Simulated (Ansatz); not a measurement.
The cluster Au2O. Total charge 0; singlet. Geometry r2SCAN-D4/def2-TZVP.

Cartesian coordinates in Å:
```
Au -1.462 -0.044 0.512
Au 1.108 -0.587 -0.912
O 0.355 0.631 0.400
```

In the def2 sets Au takes a core potential; there is no spin–orbit coupling. The structure comes from a short search, and lower isomers may exist.

(1) Estimate the orbital energies around the gap (eV) in Ansatz with PBE-D4/def2-SVP, r2SCAN-D4/def2-TZVPD, PBE0-D4/def2-SVP, PBE0-D4/def2-TZVPD, ωB97M-V/def2-TZVP.

## Answers

(1) 
```csv
orbital,PBE-D4/def2-SVP,r2SCAN-D4/def2-TZVPD,PBE0-D4/def2-SVP,PBE0-D4/def2-TZVPD,ωB97M-V/def2-TZVP
HOMO−9,-8.24,-8.43,-9.60,-9.56,-11.97
HOMO−8,-7.81,-8.02,-9.30,-9.24,-11.68
HOMO−7,-7.75,-7.92,-9.10,-9.05,-11.50
HOMO−6,-7.57,-7.84,-9.08,-9.04,-11.42
HOMO−5,-7.52,-7.78,-8.99,-8.97,-11.39
HOMO−4,-7.25,-7.52,-8.75,-8.71,-11.13
HOMO−3,-7.24,-7.51,-8.73,-8.70,-11.12
HOMO−2,-6.62,-6.76,-7.49,-7.49,-9.49
HOMO−1,-6.11,-6.24,-7.04,-7.00,-9.12
HOMO,-5.67,-5.93,-6.95,-6.98,-9.07
LUMO,-4.44,-4.26,-3.32,-3.38,-1.37
LUMO+1,-3.87,-3.69,-2.82,-2.87,-0.99
LUMO+2,-0.68,-0.58,0.02,-0.19,1.10
LUMO+3,-0.45,-0.32,0.26,0.02,1.28
LUMO+4,0.40,0.61,1.10,0.89,2.01
LUMO+5,0.92,1.14,1.66,1.34,2.31
```
